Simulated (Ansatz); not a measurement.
Species: GeI, charge 0, doublet. GeI (SMILES [I][Ge], doublet).
B3LYP-D3(BJ)/def2-TZVP minimum from Ansatz (a first-principles code):
```xyz
2

Ge     0.0000     0.0000    -1.5933
I      0.0000     0.0000     0.9620
```
Charge 0, spin multiplicity 2.

Property: atomisation energy (electronic, to ground-state atoms), in kcal/mol. Radicals and triplets start from unrestricted determinants; spin-orbit coupling is neglected. Cores are frozen in correlated methods (noble-gas shells, and filled d and f shells in the p block). Past Kr the def2 sets carry scalar-relativistic core potentials. CBS(X,Y): correlation extrapolated as X^-3, Hartree-Fock from the larger set. A bracket is a step between two methods taken in the basis named. Spin-orbit terms, left out, reach several kcal/mol for Br and I, and more for heavier atoms.

CCSD(T)/CBS(def2-TZVPP,def2-QZVPP) + [CCSDT(Q) - CCSD(T)]/def2-QZVPP + [CCSDTQ - CCSDT(Q)]/def2-SVP (Ansatz) gives 72.0 kcal/mol.

### Question
What does PBE/def2-TZVPD (Ansatz) give here, and how do the other levels compare?

### Answer
PBE gives 77.8 kcal/mol, 5.8 kcal/mol above it. Differences of the others: r2SCAN/def2-TZVPD (Ansatz) 3.3; B3LYP/def2-TZVPD (Ansatz) -0.2; PBE0/def2-TZVPD (Ansatz) 1.7; wB97M-V/def2-TZVPD (Ansatz) -1.8; B2PLYP/def2-TZVPD (Ansatz) -1.2; CCSD(T)/CBS(def2-TZVPP,def2-QZVPP) (Ansatz) -0.3 kcal/mol.
